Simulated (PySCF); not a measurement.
GeOBr, SMILES [O]=[Ge][Br], multiplicity 2. Geometry optimised at TPSSh-D3(BJ)/def2-TZVP.

The numbers are results of TPSSh-D3(BJ)/def2-TZVP (PySCF 2.14.0), not measurements.

Harmonic wavenumbers (cm⁻¹): 139, 270, 842. Rotational constants (GHz): 22.51, 1.816, 1.681; symmetry number 1.

Question: Work out the zero-point energy and the ideal-gas rigid-rotor harmonic-oscillator thermochemistry at 298.15 K and 1 atm.

Answer: ZPE = ½ Σ hcν = ½ × 1251 cm⁻¹ = 1.79 kcal/mol. H − E(el) = 4.90 kcal/mol. Entropy in cal/(mol K): translation 41.27, rotation 25.95, vibration 4.60, spin 1.38, total 73.20. G − E(el) = -16.92 kcal/mol. Cp = 12.18 cal/(mol K). Modes under 150 cm⁻¹ make the vibrational entropy uncertain.
